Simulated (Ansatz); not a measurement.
`C[SiH2][GaH][Cl]` + `C[SiH](S)Cl` → `C[SiH2]S[SiH](C)Cl` + `[Cl][GaH2]`  (cleavage of the Si–Ga bond)

Computed with Ansatz on PBE0-D4/def2-TZVP structures; ΔE is electronic, products minus reactants. CBS: MP2 limit from def2 TZ/QZ plus the TZ coupled-cluster correction, frozen cores. Functionals use def2-TZVPP. For Ga outer-core shells are correlated without core-valence functions, which leaves a few kJ/mol of doubt a bond. Scalar relativity is left out up to krypton. Each species was taken in one conformer, which may not be the lowest.

```csv
level,ΔE (kcal/mol)
PBE,-8.7
PBE0,-10.1
MP2/def2-TZVPP,-14.5
HF/CBS(def2),-12.5
```

What does CCSD(T)/CBS give? (Estimate.)

Ansatz gave: -12.6 kcal/mol. The listed levels differ from it by 3.9, 2.5, -1.9, 0.1 kcal/mol.

Largest T1 diagnostic among the species: 0.012.

From PBE to PBE0 (25 % exact exchange), in def2-TZVPP and without D4, ΔE moves by −1.4 kcal/mol. The D4 term adds −2.8 kcal/mol with B3LYP and −1.6 kcal/mol with PBE0; it sums over pairs of atoms, weighted by their polarisabilities, and B3LYP, whose exchange is more repulsive, gets the larger term.

B3LYP here is the variant with VWN-RPA as its local correlation; programs differ in this.
